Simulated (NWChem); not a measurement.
System meant: GeSiH5 cation

Here is an NWChem input.

```
start job
memory heap 200 mb stack 900 mb global 1100 mb
charge 1
geometry units angstroms noautoz
  Si     0.008443     1.586084    -0.032717
  Ge     0.000309    -0.828615    -0.014315
  H     -1.059828     1.966540    -0.988675
  H      1.394526     1.959207    -0.406812
  H     -0.329174     1.835817     1.397960
  H     -1.242399    -1.691523    -0.286608
  H      1.222688    -1.691518     0.338315
end
basis spherical
  Si library def2-svp
  Ge library def2-svp
  H library def2-svp
end
dft
  odft
  mult 2
  xc xpbe96 cpbe96
  iterations 150
  mulliken
end
task dft energy
```

End of the output:

```
 ==============================================================================
                                 internuclear angles
 ------------------------------------------------------------------------------
        center 1       |       center 2       |       center 3       |  degrees
 ------------------------------------------------------------------------------
    2 Ge               |   1 Si               |   3 H                |   105.01
    2 Ge               |   1 Si               |   4 H                |   104.87
    2 Ge               |   1 Si               |   5 H                |    99.17
    3 H                |   1 Si               |   4 H                |   116.48
    3 H                |   1 Si               |   5 H                |   114.36
    4 H                |   1 Si               |   5 H                |   114.29
    1 Si               |   2 Ge               |   6 H                |   124.24
    1 Si               |   2 Ge               |   7 H                |   124.08
    6 H                |   2 Ge               |   7 H                |   111.61
 ------------------------------------------------------------------------------
                            number of included internuclear angles:          9
 ==============================================================================

 Summary of "ao basis" -> "" (spherical)
 ------------------------------------------------------------------------------
       Tag                 Description            Shells   Functions and Types
 ---------------- ------------------------------  ------  ---------------------
 Si                         def2-svp                 8       18   4s3p1d
 Ge                         def2-svp                12       32   5s4p3d
 H                          def2-svp                 3        5   2s1p

  pbe96 is a nonlocal functional; adding pw91lda local functional.

                                 NWChem DFT Module
                                 -----------------

 Summary of "ao basis" -> "ao basis" (spherical)
 ------------------------------------------------------------------------------
       Tag                 Description            Shells   Functions and Types
 ---------------- ------------------------------  ------  ---------------------
 Si                         def2-svp                 8       18   4s3p1d
 Ge                         def2-svp                12       32   5s4p3d
 H                          def2-svp                 3        5   2s1p

  number of electrons :                   50
  multiplicity        :                    2
 ------------------------------------------------------------------------
  no. of electrons and multiplicity not compatible                  50
 ------------------------------------------------------------------------
 ------------------------------------------------------------------------
  current input line :
    25: task dft energy
 ------------------------------------------------------------------------
 ------------------------------------------------------------------------
 There is an error in the input file
 ------------------------------------------------------------------------
 For more information see the NWChem manual at https://nwchemgit.github.io

0: no. of electrons and multiplicity not compatible:Received an Error in Communication
```

Question: What is wrong, and how is it mended?

Answer: The program refused the input. Cause: the multiplicity doesn't fit the number of electrons (an even count wants an odd multiplicity, and the reverse). This input runs:
```
start job
memory heap 200 mb stack 900 mb global 1100 mb
charge 1
geometry units angstroms noautoz
  Si     0.008443     1.586084    -0.032717
  Ge     0.000309    -0.828615    -0.014315
  H     -1.059828     1.966540    -0.988675
  H      1.394526     1.959207    -0.406812
  H     -0.329174     1.835817     1.397960
  H     -1.242399    -1.691523    -0.286608
  H      1.222688    -1.691518     0.338315
end
basis spherical
  Si library def2-svp
  Ge library def2-svp
  H library def2-svp
end
dft
  xc xpbe96 cpbe96
  iterations 150
  mulliken
end
task dft energy
```
It converges to -2368.33974 Ha (PBE/def2-SVP).
